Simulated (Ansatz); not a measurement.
MoN₂Cl₂H₂⁺, that is Mo(NH)2Cl2 with one electron fewer. Charge 1, multiplicity 2. Geometry PBE-D4/def2-SVP, that of the neutral singlet; atoms count from 1.

Cartesian coordinates in Å:
```
Mo 0.041 0.461 -0.163
N 0.440 -0.964 -1.062
H 0.530 -1.981 -1.186
N -0.527 -0.004 1.406
H -0.768 -0.693 2.130
Cl -1.686 1.512 -1.249
Cl 1.970 1.669 0.124
```

In the def2 sets Mo takes a core potential; there is no spin–orbit coupling.

(1) Estimate the Mulliken populations from the PBE0/def2-TZVP orbitals of Ansatz.

(2) Where does the spin sit?

(3) And the Mayer bond orders between heavy atoms (over 0.3)?

Answers

(1) 
```
atom  charge (e)  spin (α − β)  d electrons
 Mo1        1.40         -0.42         3.83
  N2       -0.40          0.62            –
  H3        0.33         -0.01            –
  N4       -0.39          0.62            –
  H5        0.33         -0.01            –
 Cl6       -0.14          0.10            –
 Cl7       -0.14          0.10            –
```
Mulliken values depend strongly on the basis.

(2) Summed by element: Mo -0.42, N 1.24, H -0.02, Cl 0.20, of 1 unpaired in all. Largest on single atoms: N4 0.62, N2 0.62, Mo1 -0.42.

(3) Mo1–N2 1.79 (1.73 Å); Mo1–N4 1.79 (1.73 Å); Mo1–Cl6 1.19 (2.29 Å); Mo1–Cl7 1.19 (2.29 Å).
